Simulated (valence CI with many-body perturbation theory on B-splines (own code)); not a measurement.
**Hyperfine factors and g values of Bi⁴³⁺**

Calculated by configuration interaction combined with many-body perturbation theory (CI+MBPT): four valence electrons over a frozen Dirac-Fock core [Kr], a basis of 7 s, 7 p, 8 d, 6 f, 4 g, 1 h functions for each j, with the one-electron correlation potential Σ1, the two-electron term Σ2, the three-electron term Σ3, Breit, model QED; selected CI, second order for the rest, scaled by the run's own slope (own B-spline code, finite nucleus).

No measured spectrum was set against this ion. As an estimate, large intervals hold to a few tenths of a per cent, small ones and those within an open d or f shell to about a per cent. The list stops below the first excitations out of the core.

A/g_I is the dipole constant over the nuclear g factor μ/I (μ in nuclear magnetons, uniformly magnetised nucleus), B/Q the quadrupole constant per barn. Both hold the static response of the core; the bare values leave it out. Large factors of s and p1/2 electrons are usually good to 5 to 10 %; those of open d and f shells near neutrality can be off by tens of per cent, and small factors of p3/2, d and f electrons come from cancelling terms and can be off by a factor of two or in sign, in half-filled shells by more. B is blank for J = 1/2, where it vanishes, and for nearly pure S terms. Energies count from the lowest level. Levels with J = 0 are left out.

Levels are named by their leading jj configuration (3d3/2^4 stands for four electrons in 3d with j = 3/2), which in mixed levels can hold well under half, so a name can repeat and another be missing. Letters in brackets count levels of one name in rising energy.

```tsv
Level	E (cm⁻¹)	g	A/g_I (MHz)	A/g_I bare	B/Q (MHz/b)	B/Q bare
(4d3/2^3 4d5/2) J=1	237750	1.496	-4250	-2740	7880	7570
(4d3/2^3 4d5/2) J=4	285140	1.064	25700	25500	1780	1490
(4d3/2^3 4d5/2) J=2	293320	1.201	16900	17300	25600	24800
(4d3/2^3 4d5/2) J=3	305270	1.116	22900	23000	20400	19600
(4d3/2^2 4d5/2^2) J=2 [a]	510060	1.293	5660	6420	14800	14300
(4d3/2^2 4d5/2^2) J=4 [a]	521700	1.145	20200	20400	-10900	-10700
(4d3/2^2 4d5/2^2) J=3 [a]	526190	1.183	16000	16400	3750	3600
(4d3/2^2 4d5/2^2) J=5	543530	1.084	23100	23100	21700	20900
(4d3/2^2 4d5/2^2) J=6	557090	1.071	24700	24600	27400	26400
(4d3/2^2 4d5/2^2) J=1	558390	1.066	27600	27500	3970	3800
(4d3/2^2 4d5/2^2) J=3 [b]	570860	1.064	26600	26500	5350	5160
(4d3/2^2 4d5/2^2) J=4 [b]	574970	1.033	26600	26400	-6230	-5920
(4d3/2^2 4d5/2^2) J=2 [b]	579570	1.076	24200	24200	11900	11400
(4d3/2^2 4d5/2^2) J=2 [c]	625470	0.978	32500	32000	-4250	-4150
(4d3/2^2 4d5/2^2) J=4 [c]	642730	1.182	17700	18000	41600	40100
(4d3/2^2 4d5/2^2) J=2 [d]	687170	1.112	23600	23700	-14700	-14100
(4d3/2 4d5/2^3) J=4 [a]	793810	1.171	16400	16700	-24400	-23600
(4d3/2 4d5/2^3) J=3 [a]	797410	1.208	12100	12600	3230	3210
(4d3/2 4d5/2^3) J=1 [a]	815600	1.015	22500	22200	10400	9960
(4d3/2 4d5/2^3) J=5	822510	1.139	19900	20000	-15700	-15300
(4d3/2 4d5/2^3) J=6	826810	1.084	22800	22800	31800	30900
(4d3/2 4d5/2^3) J=2 [a]	850220	1.063	25900	25800	20300	19500
(4d3/2 4d5/2^3) J=3 [b]	857930	1.088	22900	22800	5340	5300
(4d3/2 4d5/2^3) J=1 [b]	908930	1.404	4080	5230	-17400	-16700
(4d3/2 4d5/2^3) J=3 [c]	910170	1.058	25000	24900	34000	32700
(4d3/2 4d5/2^3) J=4 [b]	914970	1.051	25300	25100	31400	30400
(4d3/2 4d5/2^3) J=2 [b]	926220	1.117	21600	21700	-44100	-42600
(4d5/2^4) J=4	1101800	1.167	16300	16600	-28800	-27800
(4d5/2^4) J=2	1136400	1.117	17200	17300	20900	20100
```

Question: Take the isotope of mass number 209, with I = 9/2, μ = 4.092 μN, leaving out the quadrupole term. What is the hyperfine structure of (4d3/2^2 4d5/2^2) J=2 [a]?

Answer: From the table A = 5150 MHz. Shifts from the centre of gravity in MHz: F = 5/2: -56600, F = 7/2: -38600, F = 9/2: -15400, F = 11/2: 12900, F = 13/2: 46400.
